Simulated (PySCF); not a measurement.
**BeF, HF: how much the basis matters**

PySCF, UHF reference; doublet, unpaired electrons σ ↑; De to Be + F without counterpoise correction.

```
       basis     relativity  functions  Re (Å)  ωe (cm⁻¹)  De (eV)  μ (D)
      STO-3G  no relativity         10   1.297       1550     4.49  -0.13
     pcseg-1  no relativity         23   1.393       1229     4.51  -1.65
x2c-TZVPPall  spin-free X2C         50   1.359       1285     4.75  -1.28
```

Q: How does each smaller set differ from the one with most functions, x2c-TZVPPall?

A: STO-3G: -6.2 pm, +20.6 % in ωe, -0.26 eV in De; pcseg-1: +3.4 pm, -4.4 % in ωe, -0.24 eV in De. All at HF; the set with most functions is neither the basis-set limit nor always the best. The rows treat relativity differently, so the differences are not basis effects alone.

A positive dipole means Be(−)F(+). STO-3G is very small, so such numbers show the basis as much as the molecule. Hartree–Fock leaves out correlation, which carries a large part of most bond energies and some tenths to 1 eV of ionisation energies. The state was picked by a PBE0 search and need not be the measured ground state.
